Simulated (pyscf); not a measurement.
Structures and frequencies: ωB97X-D3(BJ)/def2-SVP in PySCF.

SMILES: [RuH](=[O])(=[O])[O]B
```xyz
8

B      1.3293    -0.2590     0.6099
O      0.9702     0.5864    -0.3827
Ru    -0.8899     1.0474    -0.4077
O     -1.7830    -0.1255    -1.1376
O     -1.2374     2.1911     0.7224
H      2.4918    -0.5901     0.6810
H      0.4933    -0.6660     1.4007
H     -0.6019     1.9666    -1.6337
```
Charge 0, spin multiplicity 1.

Q: What is the homolytic dissociation enthalpy (298 K, ωB97M-D3(BJ)/def2-TZVP) of the B–O bond of H₂B–O–RuH(=O)=O [singlet], to BH₂• + [O=RuH(=O)=O]•?

A: B–O to BH₂• + [O=RuH(=O)=O]•: 522.2 kJ/mol. The 7 functionals that were run give +454.2 (PBE) to +534.7 kJ/mol (M06-2X). The radicals are drawn with the spin at the cut bond; how far it spreads was not checked. Other isomers of H₂B–O–RuH(=O)=O [singlet], [O=RuH(=O)=O]• were not searched in full and may lie lower. Open-shell species with a d-block atom are single-reference here; other states, and whether the spin sits on metal or ligand, were not checked. Elements past Kr carry the def2 core potentials, without spin-orbit coupling.
